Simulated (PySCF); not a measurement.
B(Me)(NCO)2 (C3H3BN2O2), SMILES CB(N=C=O)N=C=O. Coordinates come from a PBE-D3(BJ)/def2-SVP optimisation. Other conformers were not sampled.

Computed equilibrium geometry at PBE-D3(BJ)/def2-SVP (PySCF confirms it by a frequency run) as Cartesian coordinates in Å (one conformer of several):
```xyz
11

B     -0.4777    -0.3445    -0.0845
C     -1.7580    -1.2473    -0.2572
H     -1.5084    -2.2974    -0.5054
H     -2.4662    -0.8456    -1.0079
H     -2.3020    -1.2713     0.7143
N     -0.5161     1.0633    -0.3371
C     -0.8115     2.1999    -0.6246
O     -1.0599     3.3226    -0.8953
N      0.7643    -0.8905     0.3698
C      1.6778    -1.5861     0.7481
O      2.5947    -2.2317     1.1196
```
